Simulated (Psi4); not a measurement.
C2Cl2O2Pt (SMILES [O+]#[C-]->[Pt]([Cl])([Cl])<-[C-]#[O+]), singlet, geometry from GFN2-xTB (such geometries of metal compounds can be far from the true shape) (core potentials on Pt); HF/def2-SVP (Psi4 1.11).

The Psi4 input:
```
memory 2 GB

molecule mol {
0 1
  Pt    0.000000    0.000000   -0.000000
  Cl    2.122640   -0.925536    0.001587
  Cl   -2.122640    0.925536   -0.001587
  O     1.140191    2.793476    0.029027
  C     0.726436    1.746043    0.018205
  O    -1.140191   -2.793476   -0.029027
  C    -0.726436   -1.746043   -0.018205
}

set basis def2-svp
set reference rhf
set soscf true

energy('scf')
print_variables()
```

Task: What does Psi4 print? Leave out banner, timings and long lists.

Result: 
```
   => Loading Basis Set <=

    Name: DEF2-SVP
    Role: ORBITAL
    Keyword: BASIS

    !!!  WARNING: ECP capability is in beta. Please check occupations closely.  !!!

         ---------------------------------------------------------
                                   SCF
               by Justin Turney, Rob Parrish, Andy Simmonett
                          and Daniel G. A. Smith
                              RHF Reference
         ---------------------------------------------------------

  ==> Geometry <==

    Molecular point group: ci
    Full point group: Ci

    Geometry (in Angstrom), charge = 0, multiplicity = 1:

       Center              X                  Y                   Z               Mass
    ------------   -----------------  -----------------  -----------------  -----------------
         PT           0.000000000000     0.000000000000     0.000000000000   194.964791700000
         CL           2.122640000000    -0.925536000000     0.001587000000    34.968852682000
         CL          -2.122640000000     0.925536000000    -0.001587000000    34.968852682000
         O            1.140191000000     2.793476000000     0.029027000000    15.994914619570
         C            0.726436000000     1.746043000000     0.018205000000    12.000000000000
         O           -1.140191000000    -2.793476000000    -0.029027000000    15.994914619570
         C           -0.726436000000    -1.746043000000    -0.018205000000    12.000000000000

  Running in ci symmetry.

  Rotational constants: A =      0.04585  B =      0.04385  C =      0.02241 [cm^-1]
  Rotational constants: A =   1374.51908  B =   1314.60841  C =    671.94819 [MHz]
  Nuclear repulsion =  497.851292524825965

  Charge       = 0
  Multiplicity = 1
  Electrons    = 80
  Nalpha       = 40
  Nbeta        = 40

  ==> Algorithm <==

  SCF Algorithm Type is DF.
  DIIS enabled.
  MOM disabled.
  Fractional occupation disabled.
  Guess Type is SAD.
  Energy threshold   = 1.00e-06
  Density threshold  = 1.00e-06
  Integral threshold = 1.00e-12

  ==> Primary Basis <==

  Basis Set: DEF2-SVP
    Blend: DEF2-SVP
    Number of shells: 52
    Number of basis functions: 124
    Number of Cartesian functions: 135
    Spherical Harmonics?: true
    Max angular momentum: 3

  Core potential: DEF2-SVP
    Number of shells: 4
    Number of ECP primitives: 10
    Number of ECP core electrons: 60
    Max angular momentum: 3

   => Loading Basis Set <=

    Name: (DEF2-SVP AUX)
    Role: JKFIT
    Keyword: DF_BASIS_SCF

  ==> Integral Setup <==

  SCF_SUBTYPE=INCORE selected. In-core MEM_DF algorithm will be used.
  Using in-core AOs.

  ==> MemDFJK: Density-Fitted J/K Matrices <==

    J tasked:                   Yes
    K tasked:                   Yes
    wK tasked:                   No
    Algorithm:                 Core
    Schwarz Cutoff:           1E-12
    Mask sparsity (%):       9.2482
    Fitting Condition:        1E-10

   => Auxiliary Basis Set <=

  Basis Set: (DEF2-SVP AUX)
    Blend: DEF2-UNIVERSAL-JKFIT
    Number of shells: 221
    Number of basis functions: 787
    Number of Cartesian functions: 1015
    Spherical Harmonics?: true
    Max angular momentum: 6

  Minimum eigenvalue in the overlap matrix is 2.1133493027E-03.
  Reciprocal condition number of the overlap matrix is 4.7968786184E-04.
    Using symmetric orthogonalization.

  ==> Pre-Iterations <==

  SCF Guess: Superposition of Atomic Densities via on-the-fly atomic UHF (no occupation information).

   -------------------------
    Irrep   Nso     Nmo
   -------------------------
     Ag        62      62
     Au        62      62
   -------------------------
    Total     124     124
   -------------------------

  ==> Iterations <==

                           Total Energy        Delta E     RMS |[F,P]|

   @DF-RHF iter SAD: -1261.39509772846577   -1.26140e+03   0.00000e+00
   @DF-RHF iter   1: -1262.19992803273681   -8.04830e-01   8.58512e-03 ADIIS/DIIS
   @DF-RHF iter   2: -1262.23917980827969   -3.92518e-02   8.79084e-03 ADIIS/DIIS
   @DF-RHF iter   3: -1262.49576332310949   -2.56584e-01   9.13209e-04 SOSCF, nmicro=5
   @DF-RHF iter   4: -1262.50377226964565   -8.00895e-03   8.40157e-05 SOSCF, nmicro=5
   @DF-RHF iter   5: -1262.50381339591058   -4.11263e-05   7.95740e-06 SOSCF, nmicro=5
   @DF-RHF iter   6: -1262.50381382940645   -4.33496e-07   8.95572e-07 SOSCF, nmicro=conv
  Energy and wave function converged.

  ==> Post-Iterations <==

    Orbital Energies [Eh]
    ---------------------

    Doubly Occupied:

[...]
      21Ag    -0.399706

    Virtual:

[...]
    Final Occupation by Irrep:
             Ag    Au
    DOCC [    21,   19 ]
    NA   [    21,   19 ]
    NB   [    21,   19 ]

  @DF-RHF Final Energy: -1262.50381382940645

   => Energetics <=

    Nuclear Repulsion Energy =            497.8512925248259648
    One-Electron Energy =               -2777.0473106356007520
    Two-Electron Energy =                1016.6922042813682765
    Total Energy =                      -1262.5038138294064538

Computation Completed

Properties will be evaluated at   0.000000,   0.000000,   0.000000 [a0]

Properties computed using the SCF density matrix

 Multipole Moments:

 ------------------------------------------------------------------------------------
     Multipole            Electronic (a.u.)      Nuclear  (a.u.)        Total (a.u.)
 ------------------------------------------------------------------------------------

 L = 1.  Multiply by 2.5417464519 to convert [e a0] to [Debye]
 Dipole X            :          0.0000000            0.0000000            0.0000000
 Dipole Y            :          0.0000000            0.0000000            0.0000000
 Dipole Z            :          0.0000000            0.0000000            0.0000000
 Magnitude           :                                                    0.0000000

 ------------------------------------------------------------------------------------

  Variable Map:
  ----------------------------------------------------------------------------
[...]
  Array Variable Map:
  ----------------------------------------------------------------------------
[...]
[...]
```
